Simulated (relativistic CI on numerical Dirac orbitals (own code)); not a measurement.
Sb IX: sensitivity of the levels to the model

Base calculation: Dirac-Coulomb-Breit CI, separate exchange-only KLI orbitals for each configuration, model QED (radiative potential, 1s self-energy scaled to tabulated hydrogen-like ionisation energies), unscaled Slater integrals.

Configuration list (outside the closed core [Ar] 3d10): 4s2 4p6 4d7, 4s2 4p5 4d8, 4s2 4p6 4d6 4f, 4s2 4p6 4d6 5s, 4s2 4p6 4d6 5p, 4s2 4p4 4d9, 4s2 4p6 4d5 5s2, 4s 4p6 4d8, 4s2 4p6 4d5 5s 5p, 4s2 4p6 4d6 5d, 4s2 4p6 4d5 5p2, 4s2 4p6 4d6 6s, 4s2 4p6 4d6 6p, 4p6 4d9, 4s2 4p6 4d6 6d, 4s2 4p5 4d7 5s. Levels of other configurations are missing.

Variants: (1) non-relativistic limit; (2) only the first 3 configurations. Shifts of the energy above 4s2 4p6 4d7 4F_9/2, in cm⁻¹, for the lowest level and the first level of each name with at least 55 % of one term (blank where a level changes its place among those of its configuration and J or its character, or is not in the variant):

```tsv
Level	Base	Δ(1)	Δ(2)
4s2 4p6 4d7 4F_9/2	0.0	0.0	0.0
4s2 4p6 4d7 4F_7/2	8142.2	-8142.1	-31.5
4s2 4p6 4d7 4F_5/2	11822.1	-11822.1	+342.9
4s2 4p6 4d7 4F_3/2	13776.8	-13776.8	+698.7
4s2 4p6 4d7 4P_5/2	23982.4	-4883.9	+2135.4
4s2 4p6 4d7 2G_9/2	27007.0	-4462.0	+135.2
4s2 4p6 4d7 4P_1/2	27848.4	-8749.9	+2713.2
4s2 4p6 4d7 2G_7/2	34107.2	-11562.2	+561.2
4s2 4p6 4d7 2D_5/2	37273.3	-8537.8	+3798.3
4s2 4p6 4d7 2H_11/2	37562.1	-6131.7	-1229.9
4s2 4p6 4d7 2P_1/2	40342.2	-15705.9	+4280.4
4s2 4p6 4d7 2H_9/2	45857.2	-14426.8	-897.0
4s2 4p6 4d7 2D_3/2	50456.4	-21720.9	+3684.0
4s2 4p6 4d7 2F_5/2	54617.1	-5969.3	+2569.6
```

At this charge configurations can still be misplaced by up to about 7 % of their energy. Terms inside the open d or f shell come out 10 to 20 % too wide with unscaled integrals. Levels and lines within the n = 5 or 6 shells can be off by up to 10 % or somewhat more, and those that change n by about 2 %, since core polarisation is missing.

Ionisation energy from the two ground configurations alone: base 162.131 eV. The NIST ASD value (theoretical) is 162 eV.

LS names give the leading component of a level, which can be under half, so a name can repeat, a term be missing and a line seem to break the LS rules.
